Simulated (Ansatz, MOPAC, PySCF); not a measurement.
Noncovalent pair: HF (SMILES F) (first 2 atoms) with C2H3N (SMILES CC#N); geometry from B3LYP-D3(BJ)/def2-TZVP, rigid monomers moved along the line of their centres of mass till H2···N5 is 2.04 Å.
(charge 0, multiplicity 1):
```xyz
8

F      0.483    -0.317    -0.349
H      0.360    -0.185     0.576
C     -0.244     0.465     5.125
C     -0.055     0.262     3.700
N      0.095     0.101     2.575
H     -1.257     0.179     5.410
H      0.467    -0.142     5.685
H     -0.089     1.515     5.374
```

Interaction energies are E(AB) − E(A) − E(B) at the monomers' geometry in the complex; basis-set methods are counterpoise corrected. Rows marked so take none.

Rows in 3-21G, STO-3G carry no dispersion term and start afresh at each structure. The state reached by AM1 isn't checked.

Run with Ansatz (Gaussian basis) for Hartree–Fock, density functionals and correlated methods; MOPAC for AM1 (differences of heats of formation); PySCF for 3-21G rows, STO-3G rows. Each number belongs to the level named beside it.

Q: One of these levels gives -18.6 kJ/mol for the interaction energy. Which?
(A) HF/3-21G (no counterpoise)
(B) HF/STO-3G (no counterpoise)
(C) r2SCAN/def2-TZVPPD
(D) AM1

A: B, HF/STO-3G (no counterpoise). The others give -3.0 (AM1), -45.3 (HF/3-21G (no counterpoise)), -36.5 (r2SCAN/def2-TZVPPD)

Ansatz is a quantum-chemistry and plane-wave program.
